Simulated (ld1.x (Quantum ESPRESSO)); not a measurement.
**iodine: excitation energies, all-electron against PAW**

```
Element                 : iodine (I)
Generator               : ld1.x (Quantum ESPRESSO) 7.5
Type                    : PAW
Functional              : LDA (PZ)
Relativity              : scalar-relativistic
Frozen core             : [Kr]
Valence charge          : 17
Reference configuration : 4d10 5s2 5p5
Partial waves           : 5s (bound): rcut 1.35, rcutus 1.75 bohr; 5s channel at -0.55 Ry: rcut 1.35, rcutus 1.75 bohr; 5p (bound): rcut 1.85, rcutus 2.30 bohr; 5p channel at 0.2 Ry: rcut 1.85, rcutus 2.30 bohr; 4d (bound): rcut 1.05, rcutus 1.30 bohr; 4d channel at -1 Ry: rcut 1.05, rcutus 1.30 bohr
Local potential         : all-electron potential smoothed inside 1.90 bohr (lloc = -1)
Core correction         : Bessel-smoothed model core inside 1.30 bohr
Augmentation charge     : BESSEL, radius 1.15 bohr
```

Energies are relative to the spin-unpolarised reference configuration 4d10 5s2 5p5; without spin polarisation the order of configurations can differ from experiment. Spin-polarised rows fill each open shell by Hund’s rule, majority spin first.

```csv
valence configuration,charge,ΔE all-electron (eV),error AE − PS (meV)
4d10 5s2 5p3,+2,31.369,-6.4
4d10 5s2 5p2,+3,60.983,-11
4d10 5s1 5p5,+1,22.374,-2.7
4d9 5s2 5p5,+1,58.313,+26
4d9 5s2 5p6,0,45.775,+64
4d10 5s1 5p6,0,10.512,+2.4
4d10 5s2 5p5 (spin-polarised),0,-0.121,+0.5
4d10 5s2 5p4 (spin-polarised),+1,10.743,0.0
```

What are ΔE and the potential's error for 4d10 5s2 5p4?

ΔE = 11.305 eV all-electron; the error (AE − PS) is -2.8 meV.
